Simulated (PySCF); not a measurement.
System: sum formula H3BPO2 (charge 0, doublet). It need not be the lowest isomer of its formula. SMILES: B([PH])(O)O
Coordinates optimised at B3LYP-D3(BJ)/def2-TZVP (Ansatz):
```xyz
7

O     -0.5823     1.3612     0.8032
B     -0.4412     0.1605     0.1762
O     -1.5799    -0.5798     0.0575
P      1.2461    -0.5381    -0.5396
H      0.2330     1.8627     0.8740
H     -1.4653    -1.4239    -0.3866
H      2.0437     0.5786    -0.1595
```
Charge 0, spin multiplicity 2.

Dispersion corrections to the total energy (kcal/mol) from the dftd3 and dftd4 libraries through PySCF: D3(BJ) without and D4 with the three-body term, each with the damping fitted for the functional named.

```tsv
functional	D3(BJ)	D4
PBE	[?]	-2.86
TPSS	-3.69	-3.89
TPSSh	-3.39	-3.51
B2PLYP	-2.46	-1.99
r2SCAN	-0.77	[?]
B2GP-PLYP	-2.08	[?]
B3LYP	-5.22	-4.67
```

Question: Some entries are withheld; supply them.

Answer: 
- PBE, D3(BJ): -2.90
- r2SCAN, D4: -0.66
- B2GP-PLYP, D4: -1.19
